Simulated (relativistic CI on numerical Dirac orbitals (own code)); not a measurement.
**The spin-orbit constant of Br⁺ from its measured fine structure**

Problem. The ground term ³P of Br⁺ (4s²4p⁴) has the measured levels J = 0: 3837.4, J = 1: 3136.5, J = 2: 0.0 cm⁻¹ (NIST Handbook of Basic Atomic Spectroscopic Data (Sansonetti and Martin, J. Phys. Chem. Ref. Data 34, 1559 (2005))). Test the interval rule and estimate ζ(4p).

Working.
1. In LS coupling E(J) − E(J − 1) = AJ. The intervals give A = -700.9 (J = 1), -1568.2 (J = 2) cm⁻¹.
2. These values spread by 68 % of their mean, from second-order spin-orbit mixing with other terms and from spin-spin terms.
3. The whole width divided by the sum of the upper J values gives a mean A = -1279.1 cm⁻¹.
4. For the Hund term of a shell that is more than half full, A = −ζ/2S with 2S = 2, so ζ = 2558 cm⁻¹.

Check. The value calculated from Dirac-Coulomb-Breit radial functions of this configuration is ζ = 2847 cm⁻¹, 11 % above the estimate from measurement. The same recipe applied to the calculated levels returns 2465 cm⁻¹, which shows the bias of the recipe itself. Where the interval rule fails, the estimate is only rough.
